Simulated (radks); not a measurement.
Values are calculated unless marked as measured or tabulated.
The vanadium ion V4+, 19 electrons, occupied as [Ar] 3d1. Code: a radial shooting solver on a logarithmic mesh with Libxc functionals. Model: scalar-relativistic Kohn-Sham, OLYP, spin-polarised, spherical densities, point nucleus; open shells are filled with parallel spins first.

Unscreened Slater integrals over Kohn-Sham orbitals (cm^-1). They are taken over the spin-up orbitals.

F0(3d,3d): 186250
F2(3d,3d): 89677
F4(3d,3d): 56544
F0(3d,3p): 194550
F2(3d,3p): 94739
G1(3d,3p): 116970
G3(3d,3p): 71961
F0(3d,3s): 198830
G2(3d,3s): 90173
F0(3d,2p): 252770
F2(3d,2p): 48776
G1(3d,2p): 35583
G3(3d,2p): 20171
F0(3p,3p): 205040
F2(3p,3p): 103770
F0(3p,3s): 209630
G1(3p,3s): 139870
F0(3p,2p): 277130
F2(3p,2p): 55402
G0(3p,2p): 21853
G2(3p,2p): 22755
F0(3s,3s): 214660
F0(3s,2p): 284480
G1(3s,2p): 23669
F0(2p,2p): 732610
F2(2p,2p): 344050

Derived for the open shells (J is the average intra-shell exchange parameter used in DFT+U). 3d: Racah B = F2/49 - 5 F4/441 = 1189 cm^-1, C = 35 F4/441 = 4488 cm^-1, C/B = 3.77, F4/F2 = 0.631, J = (F2 + F4)/14 = 10440 cm^-1.
